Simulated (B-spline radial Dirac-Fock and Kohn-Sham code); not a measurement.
**Subshell cross sections of Lu⁺, photon energy Cu Kα (8047.8 eV)**

System: lutetium as Lu⁺, [Xe] 4f14 5d2 (not the ground configuration).

Calculated with a B-spline atomic structure program, using the independent-particle Dirac-Slater model, thresholds from Dirac-Fock. The asymmetry parameter β is from the dipole term alone. Kinetic energies are from the vacuum level. Open shells are spread statistically over j, without multiplet splitting.

```tsv
subshell	electrons	binding (eV)	kinetic (eV)	σ (kb)	β
3s	2	2510.7	5537.1	5.07	1.96
3p1/2	2	2279.4	5768.4	6.13	1.57
3p3/2	4	2040.5	6007.3	?	?
3d3/2	4	1652.9	6394.9	5.15	1.20
3d5/2	6	1601.8	6446.0	6.88	1.10
4s	2	525.0	7522.8	1.29	1.96
4p1/2	2	430.3	7617.5	1.37	1.58
4p3/2	4	376.2	7671.6	2.32	1.69
4d3/2	4	220.5	7827.3	0.976	1.18
4d5/2	6	210.6	7837.2	1.29	1.07
4f5/2	6	18.79	8029.0	0.0624	0.69
4f7/2	8	17.35	8030.5	0.0762	0.67
5s	2	74.54	7973.3	0.216	1.96
5p1/2	2	46.21	8001.6	0.183	1.58
5p3/2	4	39.44	8008.4	0.293	1.69
5d3/2	0.8	9.71	8038.1	0.00765	1.17
5d5/2	1.2	9.53	8038.3	0.00941	1.06
```

**Question.** What are σ and β for 3p3/2?

**Answer.** σ = 10.7 kb, the largest of all subshells and 25 % of the total, and β = 1.67.
